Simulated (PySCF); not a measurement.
PySCF job for C₂H₃O₂, SMILES [CH2]C(O)=O, multiplicity 2, SMD-PBE0/6-31G*. The structure is a stationary point at ωB97X-D3(BJ)/def2-SVP. The isomer is the one that the SMILES or the coordinates give; other isomers of the formula were not compared. One conformer was computed; it need not be the lowest.

```python
import numpy as np
from pyscf import gto, scf, dft
from pyscf.solvent import smd

mol = gto.M(
    atom='''
    C     0.26235963   -1.38539834    0.00000000
    C    -0.10743821    0.02060235    0.00000000
    O    -1.24911835    0.43256846    0.00000000
    O     0.96093755    0.84900545    0.00000000
    H     1.31080307   -1.68939594    0.00000000
    H    -0.53932913   -2.12524800    0.00000000
    H     0.60444388    1.75082861    0.00000000
    ''',
    basis='6-31G*',
    charge=0,
    spin=1,
    max_memory=1600,
    verbose=3,
)
mf = dft.UKS(mol, xc='pbe0').density_fit(auxbasis='def2-universal-jkfit')
mf.grids.level = 3
mf.conv_tol = 1e-9
mf.max_cycle = 100
mf.kernel()
fine, coarse = mf.grids, dft.Grids(mol).set(level=1).build(with_non0tab=True)
for _ in range(3):  # follow internal instabilities
    mf.grids = coarse
    mo, _, stable, _ = mf.stability(return_status=True, nroots=4)
    mf.grids = fine
    if stable:
        break
    mf.kernel(mf.make_rdm1(mo, mf.mo_occ))
res = {}
for name in ['water', 'acetone', '2-propanol']:
    s = mf.SMD()
    s.with_solvent.solvent, s.with_solvent.sasa_ng = name, 302
    s.kernel(mf.make_rdm1())
    res[name] = (s.e_tot, s.with_solvent.get_cds(), s.dip_moment(), s.mo_energy, s.converged)
    print(f'SMD {name}: dG(solv) = {(s.e_tot - mf.e_tot) * 627.509474:.3f} kcal/mol, of which CDS {res[name][1] * 627.509474:.3f}')
```

Output:

```

WARN: HOMO -0.234142489996023 >= LUMO -0.234142489996024

converged SCF energy = -228.163633570256  <S^2> = 0.75938256  2S+1 = 2.0093607
<class 'pyscf.df.df_jk.DFUKS'> wavefunction is stable in the internal stability analysis
converged SCF energy = -228.172146499472  <S^2> = 0.75723535  2S+1 = 2.0072223
Dipole moment(X, Y, Z, Debye):  2.07104, -0.76557, -0.00000
SMD water: dG(solv) = -5.342 kcal/mol, of which CDS 4.446
converged SCF energy = -228.172097468303  <S^2> = 0.75830318  2S+1 = 2.008286
Dipole moment(X, Y, Z, Debye):  1.77246, -0.73109,  0.00000
SMD acetone: dG(solv) = -5.311 kcal/mol, of which CDS -0.693
converged SCF energy = -228.172606697656  <S^2> = 0.75763004  2S+1 = 2.0076155
Dipole moment(X, Y, Z, Debye):  1.95067, -0.71976, -0.00000
SMD 2-propanol: dG(solv) = -5.631 kcal/mol, of which CDS 2.468
```

The calculation finished and met its thresholds.

Cost: very roughly 27 core-seconds.
